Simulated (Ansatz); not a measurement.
Frontier orbitals of C₄H₂Cl₂Sn, SMILES `C#[C][Sn]([Cl])([Cl])[C]#C`.

Cartesian coordinates in Å:
```
C 2.727 0.413 -0.804
C 1.704 0.003 -0.319
Sn -0.035 -0.704 0.510
Cl 0.187 -0.745 2.800
Cl -0.368 -2.875 -0.179
C -1.683 0.415 0.017
C -2.653 1.069 -0.270
H 3.634 0.776 -1.232
H -3.513 1.647 -0.523
```

Charge 0, multiplicity 1. Correlated methods include outer-core shells of Sn, which these sets cover unevenly. Sn takes the def2 core potential. The structure was optimised at the PBE0-D4/def2-TZVP level. Basis def2-TZVPP, Ansatz.

```
functional  HOMO (eV)  LUMO (eV)
    B97M-V      -7.84      -2.19
```

Task: Give HOMO and LUMO (eV) with LDA (SPW92), PBE, revPBE, BLYP, r2SCAN, PBE0, B3LYP, r2SCANh, r2SCAN0, HSE06 (plane-wave form), BHLYP, CAM-B3LYP, LC-ωPBE, ωB97X-V, ωB97M-V, HF. (Estimate.)

Result: Computed: 
| functional | HOMO | LUMO |
| --- | --- | --- |
| LDA (SPW92) | -7.83 | -2.85 |
| PBE | -7.62 | -2.54 |
| revPBE | -7.55 | -2.44 |
| BLYP | -7.43 | -2.46 |
| r2SCAN | -7.89 | -2.33 |
| PBE0 | -8.88 | -1.60 |
| B3LYP | -8.60 | -1.87 |
| r2SCANh | -8.36 | -1.98 |
| r2SCAN0 | -9.06 | -1.47 |
| HSE06 (plane-wave form) | -8.47 | -1.97 |
| BHLYP | -9.93 | -0.57 |
| CAM-B3LYP | -10.24 | -0.54 |
| LC-ωPBE | -11.75 | 0.67 |
| ωB97X-V | -11.30 | 0.57 |
| ωB97M-V | -11.16 | 0.44 |
| HF | -11.59 | 2.05 |

B3LYP here is the variant with VWN-RPA as its local correlation; programs differ in this. LC-ωPBE has ω = 0.4 bohr⁻¹. Positive LUMOs are unbound and depend on the basis.
